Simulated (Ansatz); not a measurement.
`C[SiH2]BN` and `C[SiH2]BO[SiH3]` differ in one atom or group.

Ansatz, PBE0-D4/def2-TZVP geometries, multiplicity 1. Each molecule was computed in one conformer, which needn't be the lowest.

```
                                          property  `C[SiH2]BN`
                 HOMO energy (PBE/def2-TZVPP) / eV        -6.33
               LUMO energy (B3LYP/def2-TZVPP) / eV        -0.66
  size of the dipole moment (B3LYP/def2-TZVPP) / D         1.98
              HOMO–LUMO gap (PBE0/def2-TZVPP) / eV         7.10
size of the dipole moment (ωB97M-V/def2-TZVPP) / D         2.00
               HOMO–LUMO gap (PBE/def2-TZVPP) / eV         4.94
```

Q: What does the change do to each property? (Best estimate.)

A: Ansatz gave: 
```tsv
property	`C[SiH2]BO[SiH3]`	shift
HOMO energy (PBE/def2-TZVPP) / eV	-6.13	0.20
LUMO energy (B3LYP/def2-TZVPP) / eV	-1.37	-0.71
size of the dipole moment (B3LYP/def2-TZVPP) / D	1.25	-0.73
HOMO–LUMO gap (PBE0/def2-TZVPP) / eV	6.21	-0.89
size of the dipole moment (ωB97M-V/def2-TZVPP) / D	1.24	-0.76
HOMO–LUMO gap (PBE/def2-TZVPP) / eV	3.99	-0.95
```

With PBE0 the HOMO rises by 0.18 eV and the LUMO falls by 0.71 eV, so the gap narrows by about 0.89 eV. PBE moves the HOMO by 0.20 eV and ωB97M-V by 0.16 eV. Dipoles are sizes alone; their direction can turn.

B3LYP here is the variant with VWN-RPA as its local correlation; programs differ in this.
